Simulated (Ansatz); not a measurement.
## Two structures, one formula

The two ends of one reaction step of SiNH$_{7}$Se, closed shell (PBE0-D4/def2-TZVP).

A:

```csv
atom,x (Å),y (Å),z (Å)
Si1,-0.8962,0.6853,-0.0777
H2,1.1436,-2.7657,-0.6429
H3,-1.8887,-0.1373,-0.8089
H4,-1.4727,1.9608,0.4092
N5,-0.3494,-0.1515,1.3097
H6,1.2605,-2.0647,-0.8760
Se7,0.6370,1.1269,-1.7268
H8,0.0491,0.3692,2.0744
H9,0.0917,-1.0529,1.2167
H10,1.4252,2.0300,-0.8776
```

B:

```
10
angstrom
Si -0.3425 -0.0930 0.5763
H 1.0057 -0.6101 0.2269
H -1.2878 -0.5325 -0.4933
H -0.3561 1.3905 0.6202
N -0.7094 -0.6556 2.1642
H 0.9990 -0.2071 -3.0694
Se 0.7067 1.1969 -2.7618
H -1.5010 -0.2716 2.6553
H -0.5977 -1.6322 2.3851
H 2.0830 1.4147 -2.3035
```

Computed with Ansatz 0.2.0 (basis: def2-TZVPP); correlated methods freeze the cores. Filled d shells of the heavier atoms are correlated. The def2 sets are not built for correlating such inner shells, so the correlated values are less sure here. B3LYP uses VWN-RPA correlation.

(1) Which structure is lower at CCSD(T), and by how much? (To be estimated.)

T1 diagnostic: at most 0.010.

Answers

(1) The calculation gives: A, by 0.467 eV (electronic energy, against the other). By their contacts, A is a complex of SiNH₅Se ([NH2][SiH2][SeH]) + H₂ and B is a complex of SiNH₅ ([NH2][SiH3]) + H₂Se.

All methods give the same order:

```csv
method,E(B) − E(A) (eV)
SPW92,0.512
PBE-D4,0.576
BLYP-D4,0.526
r2SCAN-D4,0.568
B97M-V,0.448
PBE0-D4,0.546
B3LYP-D4,0.499
r2SCAN0-D4,0.545
BHLYP-D4,0.464
CAM-B3LYP-D4,0.437
wB97X-V,0.475
wB97M-V,0.491
B2PLYP,0.483
PBE-QIDH,0.533
RPA on PBE,0.406
HF,0.338
MP2,0.565
CCSD,0.425
CCSD(T),0.467
```

Labels in which every atom is bracketed show which atoms are joined, not bond orders.

For scale, one of the runs: CCSD(T)/def2-TZVPP, 219 basis functions (an equivalent command: `ansatz run in.yaml --threads 4`). Time: 73 s of wall clock on 4 CPU threads; the host was shared. Peak host memory: 3.2 GiB.
